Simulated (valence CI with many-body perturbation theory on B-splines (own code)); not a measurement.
# Kr29+: electric-dipole lines

Calculated by relativistic CI+MBPT: five valence electrons over a frozen Dirac-Fock core [He], radial functions for each j: 9 s, 9 p, 8 d, 6 f, 3 g, 1 h, with the one-electron correlation potential Σ1 (screened to all orders), the two-electron term Σ2, the three-electron term Σ3, Breit, model QED; selected single and double excitations, second order for the rest (own B-spline code, finite nucleus).

No measured spectrum was set against this ion. As an estimate, large intervals hold to a few tenths of a per cent, small ones and those within an open d or f shell to about a per cent. Among the levels kept, up to 1500 cm⁻¹ of a level comes from second order outside the variational space, and about a tenth of that is noise between levels of different J, which matters for small intervals.

Lines 101 to 150 of 287 in falling wavelength, among levels below 2122.0 eV, chosen from the strongest by gf and those to the six lowest levels. Wavelengths and rates use the calculated energies. Electric multipoles are in the length gauge, E1 and E2 with the static RPA response of the core. Weak lines are less certain than strong ones. Lines between different terms over intervals too small for the method are left out, as are lines whose strength nearly cancels. The highest levels of a list are the least certain.

Levels are named by their leading jj configuration (3d3/2^4 stands for four electrons in 3d with j = 3/2), which in mixed levels can hold well under half, so a name can repeat and another be missing. Letters in brackets count levels of one name in rising energy.

| λ vac (nm) | Upper | Lower | A (s⁻¹) | log gf | Branch % |
| --- | --- | --- | --- | --- | --- |
| 7.093 | (2s 2p1/2 2p3/2^2 3s) J=5/2 [b] | (2s^2 2p1/2 2p3/2 3s) J=5/2 | 1.28e+10 | -1.24 | 0.1 |
| 6.805 | (2s 2p1/2 2p3/2^3) J=3/2 [a] | (2s^2 2p1/2 2p3/2^2) J=5/2 | 4.26e+09 | -1.93 | 3.5 |
| 6.731 | (2p1/2^2 2p3/2^3) J=3/2 | (2s 2p1/2 2p3/2^3) J=3/2 [a] | 4.92e+10 | -0.87 | 20.0 |
| 6.412 | (2s 2p1/2^2 2p3/2 3s) J=1/2 | (2s^2 2p1/2^2 3s) J=1/2 | 6.60e+10 | -1.09 | 0.8 |
| 6.399 | (2s 2p1/2^2 2p3/2 3p1/2) J=3/2 [b] | (2s^2 2p1/2^2 3p1/2) J=1/2 | 4.49e+10 | -0.96 | 0.2 |
| 6.399 | (2s 2p1/2^2 2p3/2 3p1/2) J=1/2 | (2s^2 2p1/2^2 3p1/2) J=1/2 | 5.33e+10 | -1.18 | 0.2 |
| 6.362 | (2s 2p1/2 2p3/2^3) J=3/2 [a] | (2s^2 2p1/2 2p3/2^2) J=3/2 | 9.39e+10 | -0.64 | 77.0 |
| 6.304 | (2p1/2 2p3/2^4) J=1/2 | (2s 2p1/2 2p3/2^3) J=3/2 [b] | 1.60e+11 | -0.72 | 53.3 |
| 6.303 | (2s 2p1/2 2p3/2^3) J=5/2 | (2s^2 2p1/2 2p3/2^2) J=5/2 | 7.62e+10 | -0.56 | 87.9 |
| 6.299 | (2s 2p1/2^2 2p3/2 3s) J=3/2 [b] | (2s^2 2p1/2^2 3s) J=1/2 | 4.75e+10 | -0.95 | 1.0 |
| 6.212 | (2s 2p1/2 2p3/2^3) J=1/2 | (2s^2 2p1/2 2p3/2^2) J=1/2 | 7.46e+10 | -1.06 | 34.0 |
| 6.070 | (2s 2p1/2^2 2p3/2^2) J=3/2 | (2s^2 2p1/2^2 2p3/2) J=3/2 | 8.59e+10 | -0.72 | 96.2 |
| 6.029 | (2s 2p1/2^2 2p3/2^2) J=1/2 | (2s^2 2p1/2^2 2p3/2) J=3/2 | 7.10e+10 | -1.11 | 90.1 |
| 5.921 | (2s 2p1/2 2p3/2^3) J=5/2 | (2s^2 2p1/2 2p3/2^2) J=3/2 | 1.40e+09 | -2.35 | 1.6 |
| 5.897 | (2s 2p1/2 2p3/2^3) J=3/2 [b] | (2s^2 2p1/2 2p3/2^2) J=1/2 | 3.26e+10 | -1.17 | 11.9 |
| 5.730 | (2s 2p3/2^4) J=1/2 | (2s^2 2p3/2^3) J=3/2 | 2.22e+11 | -0.66 | 87.8 |
| 5.571 | (2p1/2^2 2p3/2^3) J=3/2 | (2s 2p1/2^2 2p3/2^2) J=3/2 | 4.97e+10 | -1.03 | 20.1 |
| 5.465 | (2s 2p1/2 2p3/2^3) J=3/2 [b] | (2s^2 2p1/2 2p3/2^2) J=5/2 | 2.10e+11 | -0.42 | 76.7 |
| 5.416 | (2s 2p1/2 2p3/2^3) J=1/2 | (2s^2 2p1/2 2p3/2^2) J=3/2 | 1.30e+11 | -0.94 | 59.0 |
| 5.175 | (2s 2p1/2 2p3/2^3) J=3/2 [b] | (2s^2 2p1/2 2p3/2^2) J=3/2 | 1.15e+09 | -2.73 | 0.4 |
| 5.111 | (2s 2p1/2 2p3/2^3) J=3/2 [a] | (2s^2 2p1/2^2 2p3/2) J=3/2 | 2.15e+10 | -1.47 | 17.6 |
| 4.876 | (2p1/2^2 2p3/2^3) J=3/2 | (2s 2p1/2^2 2p3/2^2) J=5/2 | 2.66e+10 | -1.42 | 10.8 |
| 4.719 | (2s 2p3/2^4) J=1/2 | (2s^2 2p1/2 2p3/2^2) J=1/2 | 2.32e+09 | -2.81 | 0.9 |
| 4.482 | (2s 2p1/2 2p3/2^3) J=1/2 | (2s^2 2p1/2^2 2p3/2) J=3/2 | 1.48e+10 | -2.05 | 6.7 |
| 4.315 | (2s 2p1/2 2p3/2^3) J=3/2 [b] | (2s^2 2p1/2^2 2p3/2) J=3/2 | 1.63e+10 | -1.74 | 5.9 |
| 4.245 | (2s 2p3/2^4) J=1/2 | (2s^2 2p1/2 2p3/2^2) J=3/2 | 2.86e+10 | -1.81 | 11.3 |
| 0.7011 | (2s^2 2p1/2^2 3p3/2) J=3/2 | (2s 2p1/2^2 2p3/2^2) J=5/2 | 7.16e+10 | -2.68 | 54.6 |
| 0.6870 | (2s^2 2p1/2^2 3s) J=1/2 | (2s^2 2p1/2 2p3/2^2) J=1/2 | 4.46e+10 | -3.20 | 0.6 |
| 0.6867 | (2s^2 2p1/2 2p3/2 3s) J=3/2 [a] | (2s^2 2p3/2^3) J=3/2 | 2.68e+10 | -3.12 | 0.4 |
| 0.6865 | (2s^2 2p1/2 2p3/2 3p1/2) J=5/2 | (2s 2p1/2^2 2p3/2^2) J=5/2 | 2.25e+10 | -3.02 | 29.8 |
| 0.6842 | (2s^2 2p1/2 2p3/2 3p3/2) J=5/2 [a] | (2s 2p1/2^2 2p3/2^2) J=5/2 | 5.64e+10 | -2.62 | 47.5 |
| 0.6823 | (2s^2 2p1/2 2p3/2 3p3/2) J=3/2 [a] | (2s 2p1/2^2 2p3/2^2) J=5/2 | 2.72e+11 | -2.12 | 61.3 |
| 0.6813 | (2s^2 2p1/2 2p3/2 3s) J=3/2 [b] | (2s^2 2p3/2^3) J=3/2 | 1.14e+11 | -2.50 | 0.9 |
| 0.6810 | (2s^2 2p1/2 2p3/2 3p1/2) J=3/2 [b] | (2s 2p1/2^2 2p3/2^2) J=5/2 | 6.95e+10 | -2.71 | 16.0 |
| 0.6784 | (2s^2 2p1/2 2p3/2 3p3/2) J=3/2 [b] | (2s 2p1/2^2 2p3/2^2) J=5/2 | 3.01e+11 | -2.08 | 61.4 |
| 0.6764 | (2s^2 2p1/2 2p3/2 3p3/2) J=5/2 [b] | (2s 2p1/2^2 2p3/2^2) J=5/2 | 1.59e+11 | -2.18 | 63.4 |
| 0.6760 | (2s^2 2p1/2^2 3s) J=1/2 | (2s^2 2p1/2 2p3/2^2) J=3/2 | 1.47e+11 | -2.69 | 1.9 |
| 0.6695 | (2s^2 2p1/2 2p3/2 3s) J=3/2 [a] | (2s^2 2p1/2 2p3/2^2) J=1/2 | 3.38e+10 | -3.04 | 0.6 |
| 0.6686 | (2s 2p1/2^2 2p3/2 3s) J=5/2 | (2s 2p1/2^2 2p3/2^2) J=5/2 | 1.24e+12 | -1.30 | 94.6 |
| 0.6681 | (2s 2p1/2 2p3/2^2 3s) J=3/2 | (2s 2p1/2 2p3/2^3) J=3/2 [a] | 6.86e+12 | -0.74 | 77.7 |
| 0.6678 | (2s^2 2p1/2 2p3/2 3s) J=1/2 | (2s^2 2p1/2 2p3/2^2) J=1/2 | 3.02e+12 | -1.39 | 23.5 |
| 0.6676 | (2s 2p1/2 2p3/2^2 3s) J=5/2 [b] | (2s 2p1/2 2p3/2^3) J=5/2 | 7.56e+12 | -0.52 | 74.6 |
| 0.6644 | (2s^2 2p1/2 2p3/2 3s) J=3/2 [b] | (2s^2 2p1/2 2p3/2^2) J=1/2 | 3.11e+12 | -1.08 | 25.3 |
| 0.6639 | (2s^2 2p3/2^2 3p1/2) J=3/2 | (2s 2p1/2^2 2p3/2^2) J=5/2 | 2.05e+12 | -1.27 | 53.6 |
| 0.6635 | (2s^2 2p1/2 2p3/2 3s) J=3/2 [a] | (2s^2 2p1/2 2p3/2^2) J=5/2 | 6.73e+11 | -1.75 | 11.2 |
| 0.6632 | (2s 2p1/2^2 2p3/2 3s) J=1/2 | (2s 2p1/2^2 2p3/2^2) J=1/2 | 3.68e+12 | -1.31 | 45.2 |
| 0.6627 | (2s 2p1/2^2 2p3/2 3s) J=1/2 | (2s 2p1/2^2 2p3/2^2) J=3/2 | 4.02e+12 | -1.28 | 49.4 |
| 0.6623 | (2s^2 2p3/2^2 3s) J=5/2 | (2s^2 2p3/2^3) J=3/2 | 1.28e+12 | -1.30 | 14.5 |
| 0.6620 | (2s 2p1/2^2 2p3/2 3s) J=3/2 [a] | (2s 2p1/2^2 2p3/2^2) J=5/2 | 5.17e+12 | -0.87 | 66.7 |
| 0.6615 | (2s 2p1/2^2 2p3/2 3s) J=3/2 [b] | (2s 2p1/2^2 2p3/2^2) J=3/2 | 3.85e+12 | -1.00 | 82.9 |

Task: How does gf follow from A for the line at 6.805 nm?

Result: gf = 1.4992 × (2J+1)_upper × A / σ², with σ = 1469425 cm⁻¹ and 2J+1 = 4: gf = 0.0118.
